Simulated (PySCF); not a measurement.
SMILES C[Si](O)(O)CC[SiH2]N (C3H13NO2Si2), singlet, GFN2-xTB optimised geometry.

```
21

Si    -2.05     0.70     0.00
C     -2.75     2.46     0.00
O     -2.61    -0.19     1.27
O     -2.65    -0.05    -1.31
C     -0.14     0.70     0.00
C      0.44    -0.71    -0.06
Si     2.34    -0.71     0.01
N      2.84    -2.34    -0.22
H     -2.57     2.95    -0.95
H     -3.82     2.45     0.16
H     -2.30     3.08     0.78
H     -2.41     0.08     2.16
H     -2.83    -0.98    -1.27
H      0.24     1.21     0.89
H      0.23     1.27    -0.85
H      0.11    -1.20    -0.98
H      0.03    -1.30     0.77
H      2.76    -0.09     1.28
H      2.94     0.03    -1.10
H      3.82    -2.54    -0.26
H      2.37    -3.08     0.29
```

Density from PBE0/def2-SVP in PySCF at that geometry.

Minimum of the electron density along straight lines between bonded atoms, close to the bond critical point (lines longer than 1.1 times the sum of covalent radii, or with two minima, are not listed):

```json
[
 {"bond": "Si1–C2", "length / Å": "1.896", "ρ at the minimum / e bohr⁻³": "0.114", "∇²ρ there / e bohr⁻⁵": "0.32", "position (fraction from the first atom)": "0.38"},
 {"bond": "Si1–O3", "length / Å": "1.645", "ρ at the minimum / e bohr⁻³": "0.124", "∇²ρ there / e bohr⁻⁵": "1.01", "position (fraction from the first atom)": "0.41"},
 {"bond": "Si1–O4", "length / Å": "1.627", "ρ at the minimum / e bohr⁻³": "0.131", "∇²ρ there / e bohr⁻⁵": "1.09", "position (fraction from the first atom)": "0.41"},
 {"bond": "Si1–C5", "length / Å": "1.909", "ρ at the minimum / e bohr⁻³": "0.113", "∇²ρ there / e bohr⁻⁵": "0.30", "position (fraction from the first atom)": "0.38"},
 {"bond": "C5–C6", "length / Å": "1.531", "ρ at the minimum / e bohr⁻³": "0.234", "∇²ρ there / e bohr⁻⁵": "-0.50", "position (fraction from the first atom)": "0.50"},
 {"bond": "C6–Si7", "length / Å": "1.896", "ρ at the minimum / e bohr⁻³": "0.114", "∇²ρ there / e bohr⁻⁵": "0.32", "position (fraction from the first atom)": "0.62"},
 {"bond": "Si7–N8", "length / Å": "1.725", "ρ at the minimum / e bohr⁻³": "0.122", "∇²ρ there / e bohr⁻⁵": "0.74", "position (fraction from the first atom)": "0.40"},
 {"bond": "C2–H9", "length / Å": "1.084", "ρ at the minimum / e bohr⁻³": "0.272", "∇²ρ there / e bohr⁻⁵": "-0.97", "position (fraction from the first atom)": "0.62"},
 {"bond": "C2–H10", "length / Å": "1.085", "ρ at the minimum / e bohr⁻³": "0.272", "∇²ρ there / e bohr⁻⁵": "-0.97", "position (fraction from the first atom)": "0.62"},
 {"bond": "C2–H11", "length / Å": "1.086", "ρ at the minimum / e bohr⁻³": "0.271", "∇²ρ there / e bohr⁻⁵": "-0.95", "position (fraction from the first atom)": "0.62"},
 {"bond": "O3–H12", "length / Å": "0.952", "ρ at the minimum / e bohr⁻³": "0.358", "∇²ρ there / e bohr⁻⁵": "-2.43", "position (fraction from the first atom)": "0.82"},
 {"bond": "O4–H13", "length / Å": "0.954", "ρ at the minimum / e bohr⁻³": "0.355", "∇²ρ there / e bohr⁻⁵": "-2.47", "position (fraction from the first atom)": "0.82"},
 {"bond": "C5–H14", "length / Å": "1.092", "ρ at the minimum / e bohr⁻³": "0.270", "∇²ρ there / e bohr⁻⁵": "-0.94", "position (fraction from the first atom)": "0.62"},
 {"bond": "C5–H15", "length / Å": "1.090", "ρ at the minimum / e bohr⁻³": "0.272", "∇²ρ there / e bohr⁻⁵": "-0.96", "position (fraction from the first atom)": "0.62"},
 {"bond": "C6–H16", "length / Å": "1.091", "ρ at the minimum / e bohr⁻³": "0.272", "∇²ρ there / e bohr⁻⁵": "-0.97", "position (fraction from the first atom)": "0.62"},
 {"bond": "C6–H17", "length / Å": "1.092", "ρ at the minimum / e bohr⁻³": "0.270", "∇²ρ there / e bohr⁻⁵": "-0.95", "position (fraction from the first atom)": "0.62"},
 {"bond": "Si7–H18", "length / Å": "1.477", "ρ at the minimum / e bohr⁻³": "0.115", "∇²ρ there / e bohr⁻⁵": "0.31", "position (fraction from the first atom)": "0.49"},
 {"bond": "Si7–H19", "length / Å": "1.465", "ρ at the minimum / e bohr⁻³": "0.117", "∇²ρ there / e bohr⁻⁵": "0.33", "position (fraction from the first atom)": "0.49"},
 {"bond": "N8–H20", "length / Å": "1.006", "ρ at the minimum / e bohr⁻³": "0.332", "∇²ρ there / e bohr⁻⁵": "-1.53", "position (fraction from the first atom)": "0.76"},
 {"bond": "N8–H21", "length / Å": "1.007", "ρ at the minimum / e bohr⁻³": "0.332", "∇²ρ there / e bohr⁻⁵": "-1.52", "position (fraction from the first atom)": "0.76"}
]
```
